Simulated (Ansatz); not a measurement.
**Correcting a cheap level on molecular compounds of Ti**

The vertical ionisation energy (cation less neutral) in eV of 8 molecular compounds of Ti: x at wB97M-V/def2-TZVPP, y at CCSD(T)/def2-TZVPP. Shapes, held fixed at every level: PBE0-D4/def2-TZVP. Flexible molecules stand in one conformer, not always the lowest. Programs: Ansatz 0.2.0.

| molecule | x (eV) | y (eV) |
| --- | --- | --- |
| C2H12N4Ti (SMILES C[N](C)[Ti]([NH2])([NH2])[NH2]) | 8.06 | 8.12 |
| C2H8ClNO2Ti (SMILES C[NH][Ti]([OH])([Cl])[O]C) | 8.88 | 8.84 |
| Ti(OH)3(SeH) | 8.91 | ? |
| CH9N3OTi (SMILES C[O][Ti]([NH2])([NH2])[NH2]) | 8.91 | 8.80 |
| Se(CH3)(TiCl3) | 9.17 | 9.19 |
| CH3ClF2STi (SMILES C[S][Ti]([F])([F])[Cl]) | 9.85 | 9.83 |
| Ti(NH2)(OH)2Cl | 10.02 | 9.92 |
| C2H5F3OTi (SMILES CC[O][Ti]([F])([F])[F]) | 11.46 | 11.65 |

Problem. Fit y = c + s·x to the known rows and predict y for Ti(OH)3(SeH).

Solution. 
1. Means of the 7 rows: x = 9.4786, y = 9.479.
2. Σ(Δx)² = 7.1463, Σ(Δx·Δy) = 7.4564, so the slope is 7.4564/7.1463 = 1.0434.
3. Intercept: 9.479 − (1.0434) × 9.4786 = -0.411. The largest residual of the fit is 0.12.
4. Ti(OH)3(SeH): -0.411 + 1.0434 × 8.91 = 8.89 eV.

CCSD(T)/def2-TZVPP gives 8.88 eV, so the prediction is off by +0.01 eV, within the largest residual. Uncorrected, wB97M-V/def2-TZVPP misses Ti(OH)3(SeH) by +0.03 eV, and the other rows by 0.08 on average. The line removes about 65 % of this miss, partly by chance. Left out in turn, the other rows are missed by 0.13 eV on average, worse than no correction. Cations run unrestricted. Relativity is left out for Se. Outer-core shells of Se, Ti are correlated, in sets that cover them unevenly.
